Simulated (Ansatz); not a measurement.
C2HO2 (SMILES O=[C-]C=O), charge -1, singlet, geometry from GFN2-xTB (a gas-phase anion, which may not be bound at this level); MP2/STO-3G in Ansatz (a quantum-chemistry and plane-wave program).

Ansatz was given this input:
Ansatz 0.2 input:
```yaml
crystal:
  periodic: [false, false, false]
  atoms:
    - {symbol: C, position_ang: [0.31713830, 0.54782505, -0.19540831]}
    - {symbol: C, position_ang: [-0.03599745, -0.70869134, 0.06198081]}
    - {symbol: O, position_ang: [0.81236598, 1.62949696, 0.08359265]}
    - {symbol: O, position_ang: [-1.13968581, -1.34581562, 0.02327185]}
    - {symbol: H, position_ang: [0.93171368, -1.30425298, -0.05435090]}
basis:
  gaussian:
    orbitals: STO-3G
total_charge: -1
magnetization: {spin_polarized: false}
correlation: {method: mp2}
```

The log (banner, timings and long lists left out):

```
Functional definition: HF
297 factors; integrals over basis functions are off by at most 3.2e-5 eV
mean field evaluation 1: about -6057.1909 eV, gradient 3.7e1 eV
mean field evaluation 2: about -6057.3235 eV, gradient 3.7e1 eV
mean field evaluation 4: about -6061.7818 eV, gradient 2.6e0 eV
mean field evaluation 8: about -6061.8391 eV, gradient 7.2e-2 eV
mean field evaluation 16: about -6061.1168 eV, gradient 1.2e1 eV
mean field -6061.83501519 eV, -222.7683279489 hartree, gradient 2.6e-6 eV, S^2 0.000000; 1 other end points of the search recorded, 0 dependent functions left out; unrestricted orbitals would lower it
4 core orbitals not correlated
reference -6061.83501519 eV, -222.7683279489 hartree; 11, 11 occupied and 6, 6 virtual orbitals, 297 factors
second order -5.88770676 eV of doubles, -0.00000000 eV of singles
Total energy: -6067.72272195 eV, -222.9846971814 hartree
```
